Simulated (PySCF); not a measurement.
C2Cl3, SMILES Cl[C]=C(Cl)Cl, multiplicity 2.

Coordinates come from a B3LYP-D3(BJ)/def2-SVP optimisation. The isomer is the one that the SMILES or the coordinates give; other isomers of the formula were not compared.

Calculation: TDA-PBE/def2-SVPD (PySCF).

Vertical excitations. 

```csv
state,energy (eV),λ (nm),f,main pairs
root 1,1.50,824,0.000,β HOMO→LUMO 99 %
root 2,3.29,377,0.007,β HOMO−1→LUMO 99 %
root 3,3.64,341,0.000,β HOMO−2→LUMO 100 %
root 4,3.99,311,0.002,"α HOMO→LUMO 43 %, β HOMO→LUMO+1 41 %, β HOMO−3→LUMO 13 %"
root 5,4.06,306,0.007,"α HOMO→LUMO 6 %, β HOMO−3→LUMO 85 %"
root 6,4.61,269,0.000,"α HOMO→LUMO+1 36 %, β HOMO→LUMO+2 57 %"
root 7,4.67,266,0.000,"α HOMO−1→LUMO 34 %, β HOMO−4→LUMO 57 %"
root 8,4.78,259,0.001,"α HOMO−1→LUMO 56 %, β HOMO−4→LUMO 39 %"
root 9,5.00,248,0.006,"α HOMO−1→LUMO+1 59 %, β HOMO−5→LUMO 38 %"
root 10,5.04,246,0.000,"α HOMO→LUMO+2 41 %, α HOMO→LUMO+1 12 %, β HOMO→LUMO+3 34 %, β HOMO→LUMO+2 10 %"
```
Unrestricted roots are not spin-pure.
